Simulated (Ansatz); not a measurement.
A structure relaxed at PBE-D4/def2-SVP in Ansatz, charge 0, doublet:

```xyz
7

N     0.646   -0.025   -0.248
Ge    0.196    2.152   -0.195
Ge    0.592   -1.687    1.229
Ge   -0.565    0.554   -2.020
Ge    0.911    0.767    1.814
Ge   -0.322   -1.819   -1.140
Ge   -1.459    0.057    0.559
```

(1) Give its formula and point group.

(2) Summarise the bond lengths by kind (pairs closer than 1.2 times the sum of covalent radii, bridged metal pairs left out).

Answers

(1) Ge6N. Point group C5v (tolerance 0.1 Å).

(2) 10 × Ge–Ge 2.54 to 2.77 Å; 6 × Ge–N 2.22 to 2.26 Å.

Another isomer (doublet) lies 0.35 eV lower at PBE0-D4/def2-TZVP; other spin states weren't run for this one.
